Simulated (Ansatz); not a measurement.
Ansatz (a quantum-chemistry and plane-wave program) input (r2SCAN/def2-TZVPD):

Ansatz 0.2 input:
```yaml
crystal:
  periodic: [false, false, false]
  atoms:
    - {symbol: C, position_ang: [-1.62472534, -0.99515816, 0.77073997]}
    - {symbol: Ge, position_ang: [-0.02986276, 0.02953083, 0.28514187]}
    - {symbol: C, position_ang: [1.60456209, -0.69790513, 1.07815641]}
    - {symbol: C, position_ang: [-0.23748463, 1.94784740, 0.61123143]}
    - {symbol: Cl, position_ang: [0.19829444, -0.19609037, -1.89339673]}
    - {symbol: H, position_ang: [-1.79874149, -0.92658067, 1.84582692]}
    - {symbol: H, position_ang: [-2.49459238, -0.60261474, 0.24578796]}
    - {symbol: H, position_ang: [-1.49259335, -2.04179728, 0.49977629]}
    - {symbol: H, position_ang: [1.71704850, -1.74635261, 0.80532255]}
    - {symbol: H, position_ang: [2.47165143, -0.14547642, 0.71855634]}
    - {symbol: H, position_ang: [1.55901180, -0.61750248, 2.16547284]}
    - {symbol: H, position_ang: [0.64081092, 2.48418051, 0.25447193]}
    - {symbol: H, position_ang: [-1.11579104, 2.32248686, 0.08724980]}
    - {symbol: H, position_ang: [-0.35631428, 2.13350203, 1.67997289]}
basis:
  gaussian:
    orbitals: def2-TZVPD
hamiltonian:
  xc: {name: r2SCAN}
output: {forces: true}
```

Output:

```
Functional definition: r2SCAN
integrals: 0.34 GiB planned
1634 factors; their error is unknown
0.51 GiB of the device are held for the grids
1.81 GiB of device memory are held for the factors and their scratch space
mean field: 1.80 GiB planned
mean field evaluation 1: about -72281.3703 eV, gradient 9.2e1 eV
mean field evaluation 2: about -72268.2028 eV, gradient 1.1e2 eV
mean field evaluation 4: about -72299.5535 eV, gradient 5.2e0 eV
mean field evaluation 8: about -72299.5703 eV, gradient 5.1e-1 eV
mean field evaluation 16: about -72299.5707 eV, gradient 2.3e-5 eV
mean field -72299.57066561 eV, -2656.9602155521 hartree, gradient 2.5e-5 eV, S^2 0.000000; 0 other end points of the search recorded, 0 dependent functions left out
the calculation of the forces begins
reference -72299.57068826 eV, -2656.9602163844 hartree; 38, 38 occupied and 254, 254 virtual orbitals, 1634 factors
Total energy: -72299.57068826 eV, -2656.9602163844 hartree
Atom 0 at    -1.624725    -0.995158     0.770740 Å, force     0.166372     0.105429    -0.057773 eV/Å
Atom 1 at    -0.029863     0.029531     0.285142 Å, force     0.004004    -0.003713    -0.038470 eV/Å
Atom 2 at     1.604562    -0.697905     1.078156 Å, force    -0.168903     0.074567    -0.089690 eV/Å
Atom 3 at    -0.237485     1.947847     0.611231 Å, force     0.022350    -0.200042    -0.041349 eV/Å
Atom 4 at     0.198294    -0.196090    -1.893397 Å, force    -0.021343     0.021213     0.203685 eV/Å
Atom 5 at    -1.798741    -0.926581     1.845827 Å, force    -0.002297     0.005285     0.038747 eV/Å
Atom 6 at    -2.494592    -0.602615     0.245788 Å, force    -0.032884     0.017199    -0.020957 eV/Å
Atom 7 at    -1.492593    -2.041797     0.499776 Å, force     0.007319    -0.040608    -0.010763 eV/Å
Atom 8 at     1.717048    -1.746353     0.805323 Å, force     0.002294    -0.041071    -0.011241 eV/Å
Atom 9 at     2.471651    -0.145476     0.718556 Å, force     0.032560     0.023223    -0.014726 eV/Å
Atom 10 at     1.559012    -0.617502     2.165473 Å, force    -0.005988     0.004945     0.038395 eV/Å
Atom 11 at     0.640811     2.484181     0.254472 Å, force     0.035445     0.019108    -0.014037 eV/Å
Atom 12 at    -1.115791     2.322487     0.087250 Å, force    -0.035054     0.012619    -0.020749 eV/Å
Atom 13 at    -0.356314     2.133502     1.679973 Å, force    -0.003876     0.001847     0.038928 eV/Å
Dipole moment:    -0.063388     0.062690     0.605245 e Å
```
